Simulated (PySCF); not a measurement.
Species: C3H9BO2Si.
Atom-mapped SMILES: `[OH:1][B:2]([OH:3])[SiH2:4][CH:5]1[CH2:6][CH2:7]1`

Geometry (PBE0-D3(BJ)/def2-SVP, Å), atoms numbered from 1 in this order:
```
atom  x, y, z in Å
O1     2.2752   -0.9896    0.5925
B2     2.3146    0.3419    0.3035
O3     3.4696    1.0588    0.2072
Si4    0.5494    1.2998   -0.0197
C5    -0.9086    0.2983    0.5946
C6    -1.4136   -0.8489   -0.2457
C7    -2.2555    0.3743   -0.0802
H8     3.1357   -1.4048    0.7287
H9     4.2797    0.5547    0.3516
H10    0.5716    2.6631    0.6063
H11    0.3480    1.5011   -1.4962
H12   -0.9353    0.1272    1.6771
H13   -0.9409   -1.0254   -1.2174
H14   -1.7185   -1.7648    0.2679
H15   -2.3709    1.0455   -0.9371
H16   -3.1464    0.3054    0.5506
```

NICS = −σ at a ghost point: NICS(0) at the centroid of the ring atoms, NICS(1) 1 Å to either side along the normal of their mean plane, zz for the tensor component along that normal. Level: GIAO HF/pcSseg-1 (PySCF, non-relativistic, gas phase) on the PBE0-D3(BJ)/def2-SVP geometry, one conformer.

Ring bond lengths (Å): C5–C6 1.509, C6–C7 1.494, C7–C5 1.508.

Task: What do the NICS probes read (ppm)?

Result: 
```tsv
ring	type	NICS(0)	NICS(1), two faces	NICS(1)zz, two faces	rms pucker (Å)	centre to ring atoms, mean (Å)
C5–C6–C7	3-membered carbocycle; formal bonds all single	-44.9	-8.8 / -9.8	-24.3 / -24.6	0.00	0.87
```

Task: What can be read from them?

Result: 
- C5–C6–C7: mean NICS(1)zz -24.5 ppm, shielded. C5, C6, C7 have four or more neighbours, and the NICS criterion for π rings isn't applied. NICS(0) lies 36 ppm below the mean NICS(1).

Task: How shielded are the nuclei of the rings and their hydrogens (means over atoms taken as equivalent)?

Result: 
```tsv
atoms	environment	σ isotropic (ppm)
C5	sp3 carbon bound to silicon	205.2
C6 (×2)	three-membered-ring carbon	189.9
H12	methine hydrogen	32.47
H13 (×2)	methylene hydrogen	31.55
H14 (×2)	methylene hydrogen	31.09
```

Task: How do the values depend on the level or the medium?

Result: 
```csv
level,"NICS(0), C5–C6–C7","mean NICS(1)zz, C5–C6–C7"
"HF/pcSseg-1, gas",-44.9,-24.5
"PBE0/pcSseg-1, gas",-44.8,-23.5
```

The geometry is the same throughout.
